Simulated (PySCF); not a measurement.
The group X on silaethenyl-X is varied. Isolated molecules, 0 K electronic values unless said otherwise. One relaxed conformer stands for each flexible species; it need not be the lowest. Strings in code marks are SMILES.

The brightest of the four lowest singlets (TDA) from two functionals at the same geometries (PBE0-D3(BJ)/def2-TZVP), both in PySCF: PBE-D3(BJ)/def2-TZVP and PBE0-D3(BJ)/def2-TZVP. Excitations are Tamm–Dancoff values on a coarser integration grid. The basis has no diffuse functions, so Rydberg states are missing or too high.

```json
[
 {"species": "X = ethyl (`C(C)[SiH]=C` (C–Si–C–C torsion 1°))", "PBE-D3(BJ)/def2-TZVP (eV)": "5.67"},
 {"species": "X = cyano", "PBE-D3(BJ)/def2-TZVP (eV)": "5.09"},
 {"species": "X = carboxy (`C=[SiH]C(O)=O` (C–Si–C–O torsion 180°, Si–C–O–H torsion 180°))", "PBE-D3(BJ)/def2-TZVP (eV)": "4.58"},
 {"species": "X = vinyl (`C=[SiH]C=C` (C–C–Si–C torsion 15°))", "PBE-D3(BJ)/def2-TZVP (eV)": "4.00"},
 {"species": "X = difluoromethyl (`C=[SiH]C(F)F` (C–Si–C–F torsion 11°))", "PBE-D3(BJ)/def2-TZVP (eV)": "5.56"},
 {"species": "X = AlH2", "PBE-D3(BJ)/def2-TZVP (eV)": "3.65"}
]
```

### Question
What does PBE0-D3(BJ)/def2-TZVP give for each?

### Answer

- X = ethyl (`C(C)[SiH]=C` (C–Si–C–C torsion 1°)): 5.70
- X = cyano: 5.20
- X = carboxy (`C=[SiH]C(O)=O` (C–Si–C–O torsion 180°, Si–C–O–H torsion 180°)): 4.92
- X = vinyl (`C=[SiH]C=C` (C–C–Si–C torsion 15°)): 4.39
- X = difluoromethyl (`C=[SiH]C(F)F` (C–Si–C–F torsion 11°)): 5.61
- X = AlH2: 3.95
Over these rows, drawn at random from the members with no instability flagged (it was tested for open shells, ions and some series alone), PBE minus PBE0-D3(BJ): mean -0.20 eV, from -0.39 eV to -0.02 eV.
